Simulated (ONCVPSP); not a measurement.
# Varying the ONCV potential for Ar

Base potential:

ONCVPSP 4.0.1 input, shortened (lines: element, Z, core and valence counts, functional; n l f; lmax; l rc ep ncon nbas qcut; lloc lpopt rc5 dvloc0; l nproj debl; icmod fcfact rcfact), PBE, non-relativistic:

```
  Ar 18.00    3    2        4      upf
    1    0    2.00
    2    0    2.00
    2    1    6.00
    3    0    2.00
    3    1    6.00
    2
    0    1.15    0.00    3    7    6.10
    1    1.35    0.00    3    6    7.00
    2    1.35    0.35    4    8    7.60
    4    5    0.85    6.00
    0    3    2.20
    1    2    0.80
    2    2    2.50
    1    0.20    0.00
```

Cutoffs, loose and tight: the cutoffs (Ha) at which the residual kinetic energy of the hardest occupied pseudo-wave falls to 1 and 0.1 mHa per electron. They do not see the model core or the augmentation charge, which bear on the density cutoff. Test errors are all-electron minus pseudo excitation energies from the reference, over the configurations 3s2 3p5; 3s2 3p4; 3s2 3p3; 3s1 3p6. A dash means not determined; rows that change the core or the reference have their own tests.

A true bound ghost makes a file unfit for plane-wave use even where its test errors are small: the radial tests pick states by their node count and pass the ghost by.

| change | outcome | cutoff, loose | cutoff, tight | bound ghosts | GHOST(+) flags above zero | largest test error (meV) |
| --- | --- | --- | --- | --- | --- | --- |
| base | generated | 18 Ha | 63 Ha | s | none | +56 |
| p: qcut 4.5 | generated | 18 Ha | 63 Ha | s | none | +49 |
| p: qcut 5.3 | generated | 18 Ha | 63 Ha | s | none | +48 |
| p: qcut 6.2 | generated | 18 Ha | 63 Ha | s | none | +52 |
| p: qcut 7.6 | generated | 18 Ha | 63 Ha | s | none | +58 |
| p: qcut 8.5 | generated | 19 Ha | 63 Ha | s | none | +61 |
| p: qcut 9.5 | generated | 21 Ha | 63 Ha | s | none | +63 |

(1) What comes out with this change to the base: p: qcut 10.6?

## Answers

(1) outcome: generated; cutoff, loose: 22 Ha; cutoff, tight: 63 Ha; bound ghosts: s; GHOST(+) flags above zero: none; largest test error (meV): +64.

Reading the sweep of the qcut of the p channel (base included, trends over the rows without a ghost): Bound ghosts are found at 4.5, 5.3, 6.2, 7, 7.6, 8.5, 9.5, 10.6 1/bohr. Every judged row has one, so this setting neither creates nor removes them.
